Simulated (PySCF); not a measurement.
Geometry (Å), atoms numbered from 1 in this order:
```xyz
18

Si   -1.9862    0.2364    1.2911
C    -1.4983   -1.1189    0.0574
Si   -0.8563   -0.5026   -1.6178
O     0.4732    0.3960   -1.4104
Si    1.6613    1.1943   -0.6390
Si    2.3964   -0.0475    1.1552
H    -2.3539   -0.3859    2.5692
H    -0.8745    1.1639    1.5253
H    -3.1459    0.9766    0.7822
H    -2.3581   -1.7654   -0.1173
H    -0.7370   -1.7505    0.5175
H    -0.4188   -1.6114   -2.4693
H    -1.8307    0.3614   -2.2841
H     1.0888    2.5010   -0.2841
H     2.6454    1.4117   -1.7068
H     1.8884   -1.4266    1.2015
H     3.8601   -0.1728    1.1737
H     2.0372    0.5467    2.4497
```

[PySCF 2.14: geometry from GFN2-xTB; PBE0/pcSseg-1 with gauge-including orbitals; non-relativistic Hamiltonian; in vacuum; one averaged value for each set of equivalent atoms; single conformer]

Scale: TMS for $^{13}$C, $^{1}$H, $^{29}$Si; H2O for $^{17}$O (reference shieldings calculated alike).

| atoms | nucleus | count | δ (ppm) |
| --- | --- | --- | --- |
| C2 | $^{13}$C | 1 | -5.6 |
| H16/H17/H18 | $^{1}$H | 3 | 3.45 |
| O4 | $^{17}$O | 1 | 9.7 |
| Si5 | $^{29}$Si | 1 | ? |
| Si3 | $^{29}$Si | 1 | ? |
| Si6 | $^{29}$Si | 1 | -120.2 |
| H14/H15 | $^{1}$H | 2 | 5.68 |
| H7/H8/H9 | $^{1}$H | 3 | 4.10 |
| H12/H13 | $^{1}$H | 2 | ? |
| Si1 | $^{29}$Si | 1 | -76.3 |
| H10/H11 | $^{1}$H | 2 | -0.09 |

**Question.** Fill in the missing shifts.

**Answer.** 
- H12/H13: 5.20 ppm, hydrogen on a silicon bonded to C, O
- Si3: -22.2 ppm, silicon bonded to C, O, 2 H
- Si5: -29.8 ppm, silicon bonded to O, Si, 2 H

Shifts are as computed. Against solution values, carbons near 30 ppm lie about +3 ppm off and those near 130 ppm about +5 ppm. Of 1211 compounds with measured shifts, 218 miss one by over three times the rms of a fit or turn the order of signals round; such compounds aren't used in these exercises. Experimental scales use liquid or dissolved standards, which lie at an offset from isolated H2O (liquid H2O: subtract about 36 ppm).
